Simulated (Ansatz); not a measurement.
[closo-1-(F)B7H6]2- (B₇H₆F²⁻), relaxed as a singlet with RKS PBE-D4/def2-SVPD in Ansatz, starting from the GFN2-xTB geometry. Force threshold 0.02 eV/Å.

A multiply charged anion in the gas phase is held together partly by the finite basis. The highest occupied level of the charge -2 singlet lies above zero (up to 3.48 eV). The electron is either unbound and held by the finite basis, or the level is raised by self-interaction error.

Start:

```xyz
14

B    -0.722   -1.115   -0.428
B     0.893   -1.062   -0.147
B    -0.176   -0.280    1.062
B    -0.101    1.352    0.327
B     1.277    0.462    0.320
B     0.184    0.294   -1.105
B    -1.336    0.377   -0.136
H    -1.369   -2.114   -0.806
H     1.691   -2.015   -0.272
F    -0.414   -0.660    2.496
H    -0.193    2.561    0.625
H     2.418    0.875    0.613
H     0.381    0.609   -2.298
H    -2.533    0.715   -0.251
```

Estimate the energy that the relaxation releases and the steps that it takes.

3.0 kcal/mol, in 5 steps; 19 s on 4 threads of Intel Xeon on a shared host. No frequencies were taken in this run, so the end may be a saddle point.

Does the start keep its bonding and symmetry?

By distances, no bond broke or formed. The bond that changes most is B3–F10, from 1.50 to 1.44 Å (atoms count from 1). Point group C5v at the start, C5v at the end, both within 0.05 Å.

Predict the relaxed structure.


```xyz
14

B    -0.7363   -1.1367   -0.4373
B     0.9109   -1.0832   -0.1496
B    -0.1790   -0.2851    1.0781
B    -0.1031    1.3796    0.3336
B     1.3022    0.4720    0.3268
B     0.1839    0.2931   -1.1076
B    -1.3629    0.3853   -0.1386
H    -1.3747   -2.1226   -0.8061
H     1.6973   -2.0228   -0.2697
F    -0.4070   -0.6484    2.4513
H    -0.1939    2.5707    0.6315
H     2.4272    0.8779    0.6189
H     0.3789    0.6038   -2.2821
H    -2.5435    0.7165   -0.2491
```
Bond lengths: 15 × B–B 1.67 to 1.83 Å; 1 × B–F 1.44 Å; 6 × B–H 1.23 Å.
